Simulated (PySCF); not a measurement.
Computed shifts of a molecule CH8N2Si, PBE/pcSseg-1 in PySCF, GIAO, gas phase, atoms alike by connectivity averaged where their shifts nearly agree, in ppm (number of nuclei): ²⁹Si: -23.3 (1). ¹³C: -1.4 (1). ¹⁵N: 46.4 (2). ¹H: 4.94 (1), 0.84 (2), 0.61 (2), 0.41 (3). References: ²⁹Si against TMS (σ = 335.4 ppm); ¹³C against TMS (σ = 182.0 ppm); ¹⁵N against NH3 (σ = 267.0 ppm); ¹H against TMS (σ = 31.49 ppm), references at their B3LYP-D3(BJ)/def2-TZVP geometries, non-relativistic. Geometry: B3LYP-D3(BJ)/def2-SVP. One conformer was computed; it need not be the lowest.

Q: Pick the molecule that these values belong to.
A. CN[SiH2]N
B. NC[SiH2]N
C. C[SiH](N)N

A: C, C[SiH](N)N
